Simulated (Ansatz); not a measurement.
Spectroscopic constants of ZrB, multiplicity 6 (lowest of 2S+1 = 2, 4, 6 at CCSD(T)/def2-TZVPP on PBE0 minima; our sources give no spin for the ground state, which may be another). No spin–orbit coupling.

The constants come from a fifth-degree fit in 1/R (seven points, main isotopes). In def2 and cc sets the state is the lowest found near the PBE0 minimum, followed along R.

Correlated levels freeze the inner cores; with def2 sets outer-core shells near the valence are correlated too.

Programs: Ansatz (Gaussian basis) for Hartree–Fock, density functionals and correlated methods. Each number belongs to the level named beside it. In def2 rows elements past Kr take small-core potentials, without spin–orbit coupling.

Energies at CCSD/def2-TZVPP:

```csv
R (Å),E (hartree)
1.995950,-71.39383651
2.049605,-71.39832093
2.098967,-71.40055863
2.154768,-71.40127318
2.210569,-71.40040020
2.274954,-71.39780659
2.350071,-71.39313117
```

Task: With a reduced mass of 9.8082 u, find the minimum, the force constant and the constants.

Result: A fifth-degree polynomial in 1/R puts the minimum at r_e = 2.1501 Å with force constant 226 N/m. Then ω_e = (1/2πc)√(k/μ) = 625 cm⁻¹ and B_e = h/(8π²cμr_e²) = 0.3718 cm⁻¹; the cubic and quartic terms give α_e = 0.0021 and ω_e x_e = 2.5 cm⁻¹.

Ansatz is a first-principles code.
